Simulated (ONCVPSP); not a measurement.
What one change does to a pseudopotential (gallium, ONCV)

```json
{
 "Element": "gallium",
 "Generator": "ONCVPSP 4.0.1",
 "Type": "optimised norm-conserving Vanderbilt (ONCV)",
 "Functional": "PBE",
 "Relativity": "scalar-relativistic",
 "Frozen core": "[Ar]",
 "Valence charge": "13",
 "Reference configuration": "3d10 4s1.75 4p1.25",
 "Partial waves": "4s: rc 1.55 bohr, ncon 5, nbas 8, qcut 4 1/bohr, 2 projectors, debl 1.5 Ha; 4p: rc 2.00 bohr, ncon 3, nbas 7, qcut 3.5 1/bohr, 1 projector; 3d: rc 0.70 bohr, ncon 4, nbas 7, qcut 14.6 1/bohr, 3 projectors, debl 1.9 Ha",
 "Local potential": "polynomial inside 0.45 bohr (lpopt 5, dvloc0 0 Ha)",
 "Core correction": "polynomial model core, fcfact 0.2"
}
```

Change: s: nproj 1.

Cutoffs: the cutoffs (Ha) at which the residual kinetic energy of the hardest occupied pseudo-wave falls to 1 and 0.1 mHa per electron; they do not see the model core or the augmentation charge, which bear on the density cutoff. Errors are all-electron minus pseudo energies relative to the spin-unpolarised reference configuration.

**Question.** How do hardness, ghosts and transferability respond?

**Answer.** The potential gets neither clearly harder nor softer (333 Ha and 390 Ha → 333 Ha and 390 Ha); both files keep a bound ghost (d, p, s); the lowest positive-energy flag moves from s at 285.7 eV to s at 11.2 eV; of the 4 tests that both files solve, the error grows in 0 and shrinks in 2 by more than 15 % and 0.3 meV (median size 0.7 → 0.5 meV); the range in which the s phases agree narrows (upper end at the end of the scan → 0.1).

```tsv
quantity	base	changed
cutoff, loose	333 Ha	333 Ha
cutoff, tight	390 Ha	390 Ha
bound ghosts	s, p, d	s, p, d
GHOST(+) flags under 300 eV	s at 285.7 eV	s at 11.2 eV
error for 3d10 4s2 4p1, meV [ΔE -1.60 eV]	+0.2	+0.3
error for 3d10 4s2 4p0, meV [ΔE 4.08 eV]	-0.4	+0.5
error for 3d10 4s1 4p0, meV [ΔE 25.21 eV]	-16	-2.5
error for 3d10 4s1 4p2, meV [ΔE 4.93 eV]	-0.9	-0.5
s: phases at 1.57 bohr within 0.05 rad from the reference energy up to (Ha; the scan ends near 5)	to the end of the scan	0.1
p: phases at 2.03 bohr within 0.05 rad from the reference energy up to (Ha; the scan ends near 5)	1.7	1.7
d: phases at 0.71 bohr within 0.05 rad from the reference energy up to (Ha; the scan ends near 5)	to the end of the scan	to the end of the scan
rms error of d²Exc/dni dnj with the model core, mHa	3.84	3.84
```

 A true bound ghost makes a file unfit for plane-wave use even where its test errors are small: the radial tests pick states by their node count and pass the ghost by.
